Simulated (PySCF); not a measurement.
**Nuclear repulsion and electron count by hand**

System: COS, triplet, at a GFN2-xTB geometry (a higher spin typed on purpose: for a closed-shell molecule this is an excited state). Level: MP2/6-31G* (PySCF). Sums are taken with unrounded values, so a last digit can differ.

Coordinates (Å):

```
atom         x         y         z
----  --------  --------  --------
O1    -1.61039  -0.05735  -0.06615
C2    -0.58674   0.48826   0.14288
S3     1.02522  -0.15442  -0.02051
```

Work out the nuclear repulsion energy and the numbers of alpha and beta electrons.

In atomic units each pair adds Z_i Z_j / r_ij, with r in bohr (1 bohr = 0.529177 Å).
| pair | r (Å) | r (bohr) | Z_i Z_j | term (Eh) |
|---|---|---|---|---|
| O1-C2 | 1.1787 | 2.2273 | 48 | 21.5504 |
| O1-S3 | 2.6378 | 4.9847 | 128 | 25.6785 |
| C2-S3 | 1.7430 | 3.2939 | 96 | 29.1452 |
The sum is 76.3741 Eh; PySCF gives 76.3741 Eh. The atomic numbers add up to 30, so at charge +0 there are 30 electrons; multiplicity 3 means 2 unpaired, so 16 alpha and 14 beta.
